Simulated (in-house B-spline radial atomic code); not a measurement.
The numbers below are computed, except where a source is named.
Two electrons in Si: a parabolic dot with ħω = 53.2 meV in all three directions with an ionised donor at its centre

For Si the NSM archive of the Ioffe Institute lists m_l = 0.98 m0, m_t = 0.19 m0 and ε = 11.7; the model takes one isotropic valley with the conductivity mass 3/(1/m_l + 2/m_t) = 0.26 m0, and so misses anisotropy and the other valleys. All triplets below are those of one valley; with several valleys two electrons can form a triplet in the 1s orbital itself, at an energy set by the valley splitting. Real donors also feel a central-cell potential, which shifts the ground state.

Effective-mass model with parabolic bands, a uniform dielectric constant, no image charges, no central-cell or spin-orbit terms. Two-electron levels come from full CI in B-splines with partial waves to l = 5 (up to 0.001 effective hartree above the limit).

Q: What are the effective units, and what is the potential in them?

A: Ha* = 27211.386 meV × 0.26/11.7² = 51.68 meV and a* = 0.0529177 nm × 11.7/0.26 = 2.381 nm. The frequency is ω = 1.03 Ha*, with −1/r added.

In these units the lowest s and p orbitals lie at 0.2085 and 1.7729, and their Coulomb and exchange integrals are J_ss = 1.0445, J_sp = 0.7660 and K_sp = 0.1301. Full CI gives 1.3740 for the ground singlet, 2.5964 for the sp triplet, 2.8068 for the sp singlet and 3.3860 for the lowest triplet of two s orbitals.

Q: What does it cost to add the second electron, to first order and exactly?

A: To first order E = 2ε_s + J_ss = 1.4614, so the charging energy E(2) − 2E(1) is J_ss = 53.98 meV. CI gives 1.3740 − 2 × (0.2085) = 0.9571, or 49.46 meV: relaxation and correlation lower it by 4.519 meV, 8.4 % of J_ss. The s² configuration of one-electron orbitals holds 97.4 % of the state, and the mean radius is 2.27 nm.

Q: How far above the singlet do the triplets lie?

A: To first order the sp triplet lies at ε_s + ε_p + J_sp − K_sp = 2.6172, which is 59.74 meV above 2ε_s + J_ss. CI gives 2.5964 − (1.3740) = 1.2225, or 63.18 meV, 78 % of the orbital spacing of 80.85 meV. The ss triplet lies 104 meV up, so the lower of the two is the sp one, and its gap equals k_BT at 733 K. The sp singlet-triplet splitting is 10.87 meV, against 2K_sp = 13.45 meV.
